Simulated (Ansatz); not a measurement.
Species: CH$_{6}$BN$_{2}$O (charge -1, singlet). It need not be the lowest isomer of its formula. Whether it binds its extra electron was not tested at this geometry. 
Coordinates optimised at B3LYP-D3(BJ)/def2-TZVP (Ansatz, a quantum-chemistry and plane-wave program):
SMILES: COB([NH-])N
```xyz
11

C      1.8315    -0.4345    -0.1560
O      0.4875    -0.7407    -0.3835
B     -0.4842     0.2057     0.1083
N     -0.1106     1.3668     0.7392
N     -1.8503    -0.3355    -0.1751
H      2.0985     0.5555    -0.5467
H      2.4504    -1.1976    -0.6490
H      2.0762    -0.4194     0.9150
H     -0.9079     1.9313     1.0273
H     -1.8924    -0.9567    -0.9734
H     -2.5661     0.3713    -0.2593
```
Charge -1, spin multiplicity 1.

Total electronic energies in hartree. Valence correlation only, unless marked. No spin-orbit coupling. Non-relativistic. CBS(X,Y): correlation extrapolated as X^-3; Hartree-Fock from the larger set. [CCSD(T)-MP2]/basis is that difference in the basis named.

```tsv
level	program	energy (Eh)
HF/STO-3G	Ansatz	-246.50874
HF/6-31G*	Ansatz	-249.85315
RI-HF/cc-pVQZ	Ansatz	-249.99421
B2PLYP/def2-TZVPD	Ansatz	-251.30632
MP2/STO-3G	Ansatz	-246.72973
MP2/aug-cc-pVDZ	Ansatz	-250.73476
MP2/cc-pVTZ	Ansatz	-250.92736
MP2/cc-pwCVTZ	Ansatz	-250.94479
SCS-MP2/6-31G	Ansatz	-250.23770
SCS-MP2/aug-cc-pVTZ	Ansatz	-250.95063
CCSD/cc-pVDZ	Ansatz	-250.68136
CCSD(T)/STO-3G	Ansatz	-246.79157
CCSD(T)/aug-cc-pVDZ	Ansatz	-250.80006
RI-MP2/CBS(aug-cc-pVTZ,aug-cc-pVQZ)+[CCSD(T)-MP2]/aug-cc-pVTZ	Ansatz	-251.1421
CCSD(T)/CBS(aug-cc-pVTZ,aug-cc-pVQZ)	Ansatz	-251.1298
```

Totals of different functionals don't rank their quality; only differences between species are comparable.
